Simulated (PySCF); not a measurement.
From one molecule to another.

First species: C5H6F2O4.
Numbering: `[O:1]=[CH:2][O:3][C@@H:4]1[CH2:5][C:6]([F:7])([F:8])[O:9][CH2:10][O:11]1` (hydrogens: H12 on C2; H13 on C4; H14, H15 on C5; H16, H17 on C10)

Second species: C₅H₈F₃NSi.
Geometry (GFN2-xTB, Å), atoms numbered from 1 in this order:
```xyz
18
C5H8F3NSi angstrom
C     -2.0975   -2.1845    0.2548
C     -1.5830   -1.1091    0.4196
Si    -0.7585    0.5372    0.6312
N      0.7301    0.8155   -0.1537
C      1.9438    0.0945    0.1679
C      2.0584   -1.2247   -0.5888
C     -1.9553    1.7825   -0.2578
F     -3.2562    1.4969   -0.0557
F     -1.7874    1.8195   -1.5995
F     -1.7886    3.0531    0.1645
H     -2.5592   -3.1200    0.1145
H     -0.6810    0.9147    2.0391
H      0.7308    1.1440   -1.1103
H      2.8031    0.7318   -0.0625
H      1.9385   -0.0981    1.2418
H      2.0694   -1.0464   -1.6617
H      1.2091   -1.8613   -0.3523
H      2.9746   -1.7393   -0.3133
```

Levels: PBE0/pcSseg-1 for HOMO energy, LUMO energy and HOMO–LUMO gap. Geometries: GFN2-xTB. All species are isolated and taken at one optimised geometry, non-relativistic unless stated. Electronic properties by PySCF.

The conformers computed, where there is a choice (atom-mapped SMILES and torsion angles):
- `[CH:1]#[C:2][Si@@H:3]([NH:4][CH2:5][CH3:6])[C:7]([F:8])([F:9])[F:10]`: C2–Si3–N4–C5 -65°, Si3–N4–C5–C6 86°, C2–Si3–C7–F8 39°

The conformers of `O=CO[C@@H]1CC(F)(F)OCO1` aren't listed.

Values for the first species:

- HOMO energy: -8.77 eV
- LUMO energy: -0.30 eV
- HOMO–LUMO gap: 8.47 eV

Problem. Estimate the same properties for the second species, and the change in each.

Solution. 
```csv
property,first,second,second less first
HOMO energy,-8.77 eV,-7.39 eV,+1.38 eV
LUMO energy,-0.30 eV,-0.62 eV,-0.32 eV
HOMO–LUMO gap,8.47 eV,6.77 eV,-1.70 eV
```

